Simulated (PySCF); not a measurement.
A geometry optimisation on cis-PtH2(PF3)2 (`[H][Pt]([H])(<-[P](F)(F)F)<-[P](F)(F)F`).

Computed with PBE0-D3(BJ)/def2-SVP geometry optimisation, gas phase, def2 core potentials past Kr (PySCF 2.14.0). Start geometry: GFN2-xTB. The input is one job of a driver script: a line of settings, then coordinates in Å.

Input:
```
{"job": {"xc": "PBE0", "basis": "def2-SVP", "d3": "d3bj", "grid": 1, "maxiter": 30, "shake": 0.03, "kind": "geom"}, "charge": 0, "multiplicity": 1}
Pt     1.073160     0.939680     0.026680
H      2.486680     1.154720     0.081950
H      1.113540     2.499370    -0.085950
P     -1.165370     0.853810    -0.061290
F     -1.967630     0.379780     1.262780
F     -1.903750    -0.308960    -0.921130
F     -2.365740     1.879210    -0.432040
P      0.886560    -1.245160     0.044090
F     -0.349410    -1.907570     0.933480
F      1.876610    -2.393070     0.470590
F      0.413400    -1.937320    -1.288270
```

Output:
```
step   0  E = -1400.98172109  max force = 0.118327
step   1  E = -1401.01029496  max force = 0.078587
step   2  E = -1401.02836588  max force = 0.013093
step   3  E = -1401.03324371  max force = 0.011279
step   4  E = -1401.03425114  max force = 0.002410
step   5  E = -1401.03475445  max force = 0.001922
step   6  E = -1401.03493437  max force = 0.001938
step   7  E = -1401.03504013  max force = 0.001330
step   8  E = -1401.03513908  max force = 0.000993
step   9  E = -1401.03550328  max force = 0.008992
step  10  E = -1401.03570979  max force = 0.007184
step  11  E = -1401.03585048  max force = 0.001122
step  12  E = -1401.03593119  max force = 0.001174
step  13  E = -1401.03581071  max force = 0.004006
step  14  E = -1401.03592691  max force = 0.003148
step  15  E = -1401.03581509  max force = 0.003342
step  16  E = -1401.03604774  max force = 0.000819
step  17  E = -1401.03607379  max force = 0.000554
step  18  E = -1401.03610708  max force = 0.000272
step  19  E = -1401.03611596  max force = 0.000173
optimisation converged
```

Energies in Eh; «max force» is the largest Cartesian gradient component in Eh/bohr.

**Question.** Give the first gradient maximum in eV/Å.

**Answer.** With 1 Eh/bohr = 51.422 eV/Å, 6.085 eV/Å.

**Question.** How much energy does the optimisation release, in kJ/mol?

**Answer.** E(step 0) − E(last step) = 0.054395 Eh, which is 142.8 kJ/mol.

Main results: final energy -1401.03612 Eh after 19 steps; dipole 1.20 D.

**Question.** Where do the atoms end?

**Answer.** 0.965 Å rms from the input after alignment:
```
atom  x, y, z in Å
Pt1    0.7655    0.5705    0.0255
H2     2.3681    0.5388    0.0617
H3     1.1297    2.1315    0.0944
P4    -1.3897    1.2140    0.0106
F5    -1.8710    2.0758    1.2404
F6    -2.6039    0.2009   -0.0459
F7    -1.8384    2.1716   -1.1591
P8     0.8333   -1.6767   -0.0410
F9    -0.4356   -2.5647   -0.3628
F10    1.3074   -2.4096    1.2729
F11    1.8326   -2.3375   -1.0656
```

**Question.** Estimate the wall time. Hardware: an Arm Neoverse V1 with one thread (shared host). And the peak memory of the process?

**Answer.** About 6.0 min, with 0.66 GiB resident at the peak, the Python interpreter and its libraries included.
Labels such as C1 count atoms from 1, the log's own numbers from 0.
